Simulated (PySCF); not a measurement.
C3H6F2Si. Atoms are numbered in the order given.

```xyz
12

C     -0.7077     2.6485     0.0000
C     -0.7254     1.1521     0.0000
C      0.3537     0.3617     0.0000
F      1.6049     0.9031     0.0000
Si     0.3473    -1.5101     0.0000
F     -1.2211    -1.9585     0.0000
H     -1.2338     3.0459    -0.8847
H      0.3195     3.0372     0.0000
H     -1.2338     3.0459     0.8847
H     -1.6930     0.6399     0.0000
H      1.0004    -2.0513     1.2195
H      1.0004    -2.0513    -1.2195
```
Charge 0, spin multiplicity 1.

Geometry optimised at B3LYP-D3(BJ)/def2-SVP. The structure was generated by enumeration; whether it is a known compound was not checked. The values are those of a single conformer.

These are PySCF with TDA-PBE/def2-SVPD values and carry that method's errors.

Vertical excitations. Gas-phase values at a fixed geometry. State labels are in the subgroup Cs.

| state | symmetry | energy (eV) | λ (nm) | f | main pairs |
|---|---|---|---|---|---|
| S1 | A" | 5.31 | 233 | 0.000 | HOMO→LUMO+1 100 % |
| S2 | A" | 6.28 | 197 | 0.001 | HOMO→LUMO+2 100 % |
| S3 | A' | 6.77 | 183 | 0.327 | HOMO→LUMO 51 %, HOMO−1→LUMO+1 36 % |
| S4 | A" | 6.84 | 181 | 0.007 | HOMO−1→LUMO 85 % |
| S5 | A" | 6.87 | 181 | 0.000 | HOMO→LUMO+3 98 % |
| S6 | A" | 7.04 | 176 | 0.003 | HOMO→LUMO+4 89 % |
| S7 | A' | 7.08 | 175 | 0.299 | HOMO−1→LUMO+1 61 %, HOMO→LUMO 23 % |
| S8 | A' | 7.35 | 169 | 0.022 | HOMO−2→LUMO 81 % |
| S9 | A" | 7.44 | 167 | 0.001 | HOMO−2→LUMO+1 98 % |
| S10 | A" | 7.53 | 165 | 0.008 | HOMO→LUMO+5 98 % |
| T1 | A' | 4.18 | 297 | 0 | HOMO→LUMO 98 % |
| T2 | A" | 5.20 | 238 | 0 | HOMO→LUMO+1 100 % |
| T3 | A" | 6.15 | 201 | 0 | HOMO→LUMO+2 100 % |
| T4 | A" | 6.26 | 198 | 0 | HOMO−1→LUMO 99 % |
Triplets are in the Tamm–Dancoff approximation.
